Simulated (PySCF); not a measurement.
**Correlation energy of Cl²⁺ (chlorine, charge +2)**

[Ne] 3s1 3p4, high-spin 4P determinant (an excited configuration). All numbers are calculated (PySCF 2.14, the spin-free X2C one-electron Hamiltonian (Gaussian nucleus), in x2c-TZVPPall with one added diffuse shell each of s, p, d type (6s6p4d1f, 51 functions)). Frozen: [Ne]; 5 electrons correlated.

MP2 pair energies summed by pair of shells (mhartree):

| pair | energy | share (%) |
| --- | --- | --- |
| 3p-3p | -88.09 | 89.3 |
| 3s-3p | -10.55 | 10.7 |

Total MP2 correlation energy: -98.63 mhartree.

Same-spin part -25.83 and opposite-spin part -72.80 mhartree; SCS-MP2 scales them by 1/3 and 6/5 to -95.98 mhartree.
